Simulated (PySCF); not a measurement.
GaH4N. Atoms are numbered in the order given.

```xyz
6

Ga     0.0000     0.0000    -0.3844
H      0.0000    -1.3971    -1.0821
H      0.0000     1.3971    -1.0821
N      0.0000     0.0000     1.4393
H      0.0000    -0.8342     2.0030
H      0.0000     0.8342     2.0030
```
Charge 0, spin multiplicity 1.

Coordinates come from a B3LYP-D3(BJ)/def2-TZVP optimisation.

Level of theory: PySCF with ωB97X/def2-TZVPD.

Symmetry labels are those of the subgroup C2v that the program uses (full group C2v).

Computed valence orbital energies around the gap with their symmetry:
| orbital | symmetry | energy (eV) |
|---|---|---|
| HOMO−7 | A2 | -25.38 |
| HOMO−6 | B2 | -25.28 |
| HOMO−5 | A1 | -24.77 |
| HOMO−4 | B2 | -15.94 |
| HOMO−3 | A1 | -15.71 |
| HOMO−2 | A1 | -12.12 |
| HOMO−1 | B2 | -10.95 |
| HOMO | B1 | -9.88 |
| LUMO | B1 | 1.03 |
| LUMO+1 | A1 | 1.73 |
| LUMO+2 | A1 | 2.24 |
| LUMO+3 | A1 | 2.73 |
